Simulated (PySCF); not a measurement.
How the method changes the constants of GaP⁺

State: ⁴Σ⁻ (quartet), unpaired electrons σ ↑, π ↑↑. Set-up: Ga cc-pVDZ-PP with ECP10, P cc-pV(D+d)Z; scalar-relativistic core potentials (PySCF 2.14). De refers to Ga⁺ + P in their high-spin ground configurations, without counterpoise correction. The functionals are run spin-unrestricted. A positive dipole points towards P; it is taken about the centre of mass and depends on that origin. Levels whose curve was spin-contaminated or gave no clean fit are not listed.

```tsv
Level	Re (Å)	ωe (cm⁻¹)	De (eV)	μ (D)
UHF-MP2	2.928	103	0.292	n/a
UHF-SCS-MP2	3.008	93.4	0.247	n/a
UHF-CCSD	2.957	101	0.273	n/a
UHF-CCSD(T)	2.898	109	0.307	n/a
PBE	2.676	151	0.65	-0.29
PBEsol	2.602	172	0.76	-0.12
BLYP	2.769	134	0.57	-0.36
r²SCAN	2.644	151	0.59	-0.35
PBE0	2.694	142	0.54	-0.53
LC-ωPBE	2.739	128	0.396	-0.81
B2PLYP	2.795	124	0.421	-0.85
```

Task: Which functional lies closest to UHF-CCSD(T) in De, which farthest, and by how much do they differ from it?

Result: Closest is LC-ωPBE (-15.9 pm in Re, +17.4 % in ωe, +0.09 eV in De against UHF-CCSD(T) in the same basis), farthest PBEsol (-29.6 pm in Re, +57.8 % in ωe, +0.45 eV in De). CCSD(T) converges more slowly with the basis than the functionals do and binds too weakly in this one, so the order can change at the basis-set limit.

Task: What does a quarter of exact exchange do here, going from PBE to PBE0?

Result: PBE0 less PBE: +1.8 pm in Re, -6.0 % in ωe, -0.11 eV in De. Exact exchange removes part of the self-interaction that spreads semilocal densities, and in most molecules shortens and stiffens the bond and lowers De; here Re and ωe go the other way.

Task: What does the step from GGA to meta-GGA do here, going from PBE to r²SCAN?

Result: r²SCAN less PBE: -3.2 pm in Re, +0.0 % in ωe, -0.06 eV in De. 

Correlated steps freeze 9 core orbitals. Correlated levels converge slowly with the basis: in double zeta they bind strong bonds too weakly, by up to about 1 eV, and carry superposition errors of some tenths. Spin–orbit coupling is left out. For an ion De counts to the pair picked by the measured ionisation energies or electron affinities, which need not be the lowest pair at this level. B2PLYP dipoles, levels and charges come from its SCF part alone. The state is the lowest determinant that a PBE0 search found; another state may lie lower at other levels.

The whole job (state search and all levels along the bond) took about 1.9 min on 1 thread of Arm Neoverse V1 (shared host), peak memory 0.55 GiB.
